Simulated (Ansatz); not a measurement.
Mulliken charges of `F[SiH]1[CH2][AlH]1` from PBE/def2-TZVPP in Ansatz (PBE0-D4/def2-TZVP geometry).

```csv
atom,x (Å),y (Å),z (Å),charge (e)
F1,-2.042,0.960,1.032,-0.282
Si2,-0.502,0.529,0.881,0.380
C3,0.234,0.287,-0.819,-0.333
Al4,0.603,-1.382,0.164,0.186
H5,0.297,1.500,1.674,-0.087
H6,-0.510,-0.207,-1.479,0.115
H7,0.754,1.049,-1.396,0.091
H8,1.259,-2.795,-0.113,-0.071
```

Problem. By hand: the dipole of these point charges (1 e Å = 4.8032 D).

Solution. Σ q r = (0.314, -0.283, -0.088) e Å, of length 0.432 e Å = 2.07 D.

Problem. How does the dipole of the full density compare? (Best estimate.)

Solution. Ansatz gave: (0.325, -0.218, -0.184) e Å, 2.08 D; the point charges give 1.00 times that, at 15° from its direction.

Point charges leave out the atoms' own dipoles, such as those of lone pairs, and Mulliken's split depends on the basis, so the close match here is no proof of good charges.
